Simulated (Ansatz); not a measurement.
Program: Ansatz 0.2.0.

A structure relaxed at PBE0-D4/def2-TZVP, charge 0, multiplicity 1:

Cartesian coordinates in Å:
```
C 2.1105 0.6211 -0.6832
O 0.7158 0.6065 -0.4750
Si -0.0522 -0.6155 0.3137
Si -2.3281 -0.0664 0.4105
F -2.5625 1.1966 1.3749
H 2.4281 -0.2171 -1.3140
H 2.6570 0.5723 0.2657
H 2.3709 1.5534 -1.1866
H 0.5248 -0.8118 1.6768
H 0.1071 -1.9104 -0.4169
H -3.1049 -1.2079 0.9647
H -2.8666 0.2793 -0.9305
```

(1) Give its formula and SMILES.

(2) Summarise the bond lengths by kind.

## Answers

(1) CH7FOSi2, `CO[SiH2][SiH2]F`.

(2) 1 × C–O 1.410 Å; 3 × C–H 1.091 to 1.096 Å; 1 × O–Si 1.645 Å; 1 × Si–Si 2.343 Å; 4 × H–Si 1.486 to 1.495 Å; 1 × F–Si 1.606 Å.
